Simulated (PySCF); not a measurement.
## Building multiplets from coupling constants

Mapped SMILES: `[CH:1]#[C:2][C:3]([F:4])([F:5])[C:6]([F:7])([F:8])[F:9]`. Hydrogens are named by the atom that carries them.

PySCF 2.14.0 with density-fitted response routines calculation with geometry: GFN2-xTB, B3LYP/pcJ-1 coupling constants (spin–dipole term only in couplings to heteroatoms) and shielding tensors at PBE0/pcSseg-1 (GIAO); one averaged value for each set of equivalent atoms, non-relativistic, no solvent, single conformer.

Referencing at the same level of theory: CFCl3 for ¹⁹F (σref 170.95); TMS for ¹H (σref 31.72) and ¹³C (σref 186.93).

Spectrometer: 500 MHz for ¹H. First-order analysis; couplings under 1 Hz (under 4 Hz in carbon signals) are ignored, and nearly equal couplings are merged; the smaller ones broaden or split the lines further.

Question: What pattern does F4/F5 show (¹⁹F)?

Answer: A quartet of doublets at δ -119.6: 8.0 Hz to F7/F8/F9 (3 × ¹⁹F, 3 bonds away), 6.0 Hz to H(C1) (1 × ¹H, 4 bonds away). Lines in Hz from the centre (relative intensity): +15.0 (1), +9.0 (1), +7.0 (3), +1.0 (3), -1.0 (3), -7.0 (3), -9.0 (1), -15.0 (1). The outer lines are 30.0 Hz apart, the sum of the couplings kept, or 0.064 ppm at this field.

Question: What pattern does F7/F8/F9 show (¹⁹F)?

Answer: A triplet at δ -96.0: 8.0 Hz to F4/F5 (2 × ¹⁹F, 3 bonds away). Lines in Hz from the centre (relative intensity): +8.0 (1), +0.0 (2), -8.0 (1). The outer lines are 16.0 Hz apart, the sum of the couplings kept, or 0.034 ppm at this field.

Question: What pattern does H(C1) show (¹H)?

Answer: A triplet at δ 2.47: 6.0 Hz to F4/F5 (2 × ¹⁹F, 4 bonds away). Lines in Hz from the centre (relative intensity): +6.0 (1), +0.0 (2), -6.0 (1). The outer lines are 12.0 Hz apart, the sum of the couplings kept, or 0.024 ppm at this field.

Question: What pattern does C2 show in the proton-coupled ¹³C spectrum?

Answer: A doublet of triplets at δ 76.3: 53.0 Hz to H(C1) (1 × ¹H, 2 bonds away), 34.9 Hz to F4/F5 (2 × ¹⁹F, 2 bonds away). Lines in Hz from the centre (relative intensity): +61.4 (1), +26.5 (2), +8.4 (1), -8.4 (1), -26.5 (2), -61.4 (1). The outer lines are 122.8 Hz apart, the sum of the couplings kept, or 0.977 ppm at this field.
